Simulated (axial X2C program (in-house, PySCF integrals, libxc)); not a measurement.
# Correcting the dissociation energy of SiAs⁺ for spin–orbit coupling

A spin-free PBE0 curve (one-electron X2C) was computed with an in-house relativistic program for diatomic molecules, basis As dyall-cv3z [9s9p6d4f1g], Si dyall-v3z [8s7p2d1f] (cores contracted in-house), for the state M_S = 1, Λ = 0 (beyond evenly filled blocks: π+α, π-α). It gives D0 = 2.983 eV to As + Si+, which in a spin-free picture are the weighted means of the ground terms.

Measured levels of the ground terms (NIST Handbook of Basic Atomic Spectroscopic Data), in cm⁻¹: As 4S: J = 3/2 at 0; Si+ 2P: J = 1/2 at 0, J = 3/2 at 287.2.

The molecular state has Λ = 0, so it has no first-order lowering.

Task: How far does each ground level lie under the (2J+1)-weighted mean of its term?

Result: As: a single level, 0; Si+: (2 × 0 + 4 × 287.2)/6 = 191 cm⁻¹.

Task: Correct D0.

Result: D0 = 2.983 + (0 − 191)/8065.5 = 2.959 eV at PBE0 with these spin–orbit terms.

Second-order spin–orbit effects in the molecule, which grow quickly with Z, are left out. The state is a single determinant with fixed occupations, the lowest that a limited PBE0 search found. Dissociation energies refer to the lowest single-determinant-based atoms at the same level and basis. PBE0 can misorder states that lie within some tenths of an eV, so this need not be the ground state of the molecule. The nearest other spin-free determinant of the search, M_S = 0, Λ = 2, lies 0.76 eV up at the distance of the search.
